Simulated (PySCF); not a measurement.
# Computed properties of C4H8Si, SMILES C=C=C(C)[SiH3]

C4H8Si, SMILES C=C=C(C)[SiH3]. The structure is a stationary point at B3LYP-D3(BJ)/def2-SVP. The structure was generated by enumeration, and PubChem lists no compound with its InChIKey, so it may never have been made. The values are those of a single conformer. All values are computed for the isolated molecule unless a solvent is named; none is compared with measurement here.

**Structure.** The optimised structure has Cs symmetry. All 33 harmonic modes at B3LYP-D3(BJ)/def2-SVP (PySCF) are real, so it is a minimum. With heavy atoms numbered as in [CH2:1]=[C:2]=[C:3]([CH3:4])[SiH3:5], the shortest bond between them is C1–C2 at 1.311 Å and the longest C3–Si5 at 1.884 Å.

**Vibrations.** The strongest infrared lines (harmonic, unscaled, degenerate partners summed) lie at 931 cm⁻¹ (306 km/mol, H 90 %, Si 9 %), 2050 cm⁻¹ (141 km/mol, C 98 %), 2203 cm⁻¹ (124 km/mol, H 96 %). The softest mode is at 101 cm⁻¹ and the zero-point energy is 62.0 kcal/mol.

**Electronic structure.** ωB97X/def2-TZVP (PySCF) places the frontier levels at -9.71 and 2.15 eV, a gap of 11.86 eV, and gives a dipole moment of 0.64 D and a mean polarisability of 78.7 bohr³. PBE/def2-TZVP (PySCF) at the same geometry gives -6.26 and -0.98 eV, so its gap is 6.58 eV narrower. An orbital gap is neither the optical nor the fundamental gap.

**Excitations.** TDA-CAM-B3LYP/def2-SVPD (PySCF) has S1 at 5.71 eV (217 nm, f = 0.001, dark); the most intense of the 10 singlets computed lies at 7.67 eV (f = 1.40). T1 (TDA) is at 4.43 eV, 1.28 eV under S1. TDA-PBE/def2-SVPD (PySCF) puts S1 at 5.39 eV. No vertical singlet excitation falls in the visible range (under 3.1 eV).

**NMR.** GIAO shifts at PBE0/pcSseg-1 (PySCF) (non-relativistic, atoms alike by connectivity averaged): ¹³C from 22.1 to 226.9 ppm against TMS; ¹H from 2.1 to 4.9 ppm against TMS; ²⁹Si at -60.3 ppm against TMS.

**Solvation.** SMD-M06-2X/def2-SVP (PySCF) gives 2.5 kcal/mol in water, -2.3 kcal/mol in benzene, -0.4 kcal/mol in dimethylsulfoxide (1 M in both phases, gas-phase geometry); of these solvents benzene holds the molecule best.
